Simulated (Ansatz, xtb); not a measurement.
Relative energy of two isomers of C4H4ClFSi

Structure X is `F[Si@@H]1C=CC=C1Cl`, a singlet and structure Y is `F[Si@@H]1C=CC(Cl)=C1`, a singlet. Both are isolated molecules in the gas phase, relaxed with PBE0-D3(BJ)/def2-SVP.

X (Å):

```xyz
11

C    -2.7356    1.1881   -0.4277
C    -2.3991    0.2923   -1.3802
C    -1.0190   -0.2518   -1.3807
C    -0.2137    0.2172   -0.4078
Cl    1.4228   -0.2436   -0.1858
F    -1.3218    1.1280    2.1516
Si   -1.1970    1.4911    0.5733
H    -0.6231    2.8599    0.4963
H    -3.7298    1.6338   -0.3690
H    -3.0968   -0.0516   -2.1520
H    -0.7031   -0.9828   -2.1308
```

Y (Å):

```
atom    x (Å)    y (Å)    z (Å)
   C  -1.2756  -0.7176  -0.3300
   C  -0.2356   0.0698  -0.6560
   C  -0.5255   1.5294  -0.7543
   C  -1.7797   1.9537  -0.5166
  Cl   0.7981   2.5568  -1.1693
   F  -3.4935   0.3687   1.2540
  Si  -2.7659   0.4055  -0.2000
   H  -3.8310   0.1354  -1.2030
   H  -1.1804  -1.8007  -0.2345
   H   0.7842  -0.2763  -0.8504
   H  -2.0683   3.0029  -0.5746
```

Quicker runs give these differences E(Y) − E(X): GFN2-xTB −0.097 eV; HF/STO-3G −0.063 eV (at GFN2-xTB geometries); r2SCAN-D4/def2-SVP −0.139 eV (at GFN2-xTB geometries).

Question: Estimate E(Y) − E(X) at the level CCSD(T)/def2-SVP + ΔMP2/def2-TZVPP.

Answer: Calculated at CCSD(T)/def2-SVP + ΔMP2/def2-TZVPP: E(Y) − E(X) = −0.148 eV, so structure Y lies lower.

Level by level:

```
                             level              geometry  E(Y) − E(X) (eV)  departure from the last row (eV)  job, with rough time for the two
                          GFN2-xTB              GFN2-xTB              −0.097                            +0.051              optimisation, 0.16 s
                         HF/STO-3G              GFN2-xTB              −0.063                            +0.085              single point, 0.54 s
                r2SCAN-D4/def2-SVP              GFN2-xTB              −0.139                            +0.009               single point, 3.6 s
              PBE0-D3(BJ)/def2-SVP  PBE0-D3(BJ)/def2-SVP              −0.125                            +0.023                optimisation, 44 s
                       HF/def2-SVP  PBE0-D3(BJ)/def2-SVP              −0.123                            +0.025           part of the CCSD(T) run
                      MP2/def2-SVP  PBE0-D3(BJ)/def2-SVP              −0.150                            −0.002           part of the CCSD(T) run
                  CCSD(T)/def2-SVP  PBE0-D3(BJ)/def2-SVP              −0.130                            +0.018                      single point
CCSD(T)/def2-SVP + ΔMP2/def2-TZVPP  PBE0-D3(BJ)/def2-SVP              −0.148                                                  single point, 57 s
```

As drawn, both hold the same kinds of bond in the same numbers.

None of the levels shown reverses the order. The largest departure from CCSD(T)/def2-SVP + ΔMP2/def2-TZVPP is that of HF/STO-3G, 0.085 eV. The last row adds to CCSD(T) the change of the MP2 difference between the two basis sets, here −0.018 eV.

With thermal terms from frequencies at re-optimised GFN2-xTB minima (ideal gas, soft modes damped towards free rotors, one conformer each, 298.15 K, 1 atm): the zero-point term adds −0.002 eV; ΔH is −0.153 and ΔG −0.147 eV.

The correlated steps freeze 15 core orbitals. Programs: Ansatz 0.2.0, xtb 6.7.1; the last row on 2 threads of Intel(R) Xeon(R) Platinum 8488C (Sapphire Rapids) on a shared host.
